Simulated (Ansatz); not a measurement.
C2H7NOSi (`CC(=O)[SiH2]N`), relaxed with RKS PBE0-D4/def2-TZVP in Ansatz 0.2.0 from a PBE-D4/def2-SVP geometry. The force threshold is 0.005 eV/Å; the program also tests the step.

Total charge 0; spin multiplicity 1.

Start:

```xyz
12

C    -0.584    1.735   -0.912
C    -0.599    0.596    0.088
O    -1.424    0.532    0.993
Si    0.722   -0.849   -0.027
N     0.547   -2.031    1.242
H    -1.405    2.448   -0.700
H    -0.682    1.336   -1.945
H     0.393    2.262   -0.875
H     2.103   -0.249    0.052
H     0.548   -1.542   -1.355
H    -0.338   -2.550    1.245
H     0.719   -1.688    2.193
```

Problem. How much energy does the relaxation release, and in how many steps? (An estimate is asked.)

Solution. The calculation gave: 6.11 kJ/mol, in 7 steps, 1 of them rejected.

Problem. Which bonds change most? (Estimate.)

Solution. Ansatz gave: Si4–N5 from 1.743 to 1.711 Å; C2–Si4 from 1.961 to 1.938 Å; Si4–H10 from 1.508 to 1.488 Å; Si4–H9 from 1.508 to 1.488 Å.

Problem. Give the relaxed structure. (Best estimate.)

Solution. Ansatz gave: 
```xyz
12

C    -0.568    1.719   -0.914
C    -0.613    0.601    0.091
O    -1.448    0.567    0.969
Si    0.687   -0.834   -0.009
N     0.535   -2.003    1.230
H    -1.370    2.435   -0.730
H    -0.654    1.312   -1.926
H     0.402    2.224   -0.862
H     2.039   -0.218    0.067
H     0.505   -1.491   -1.332
H    -0.294   -2.577    1.245
H     0.780   -1.735    2.171
```
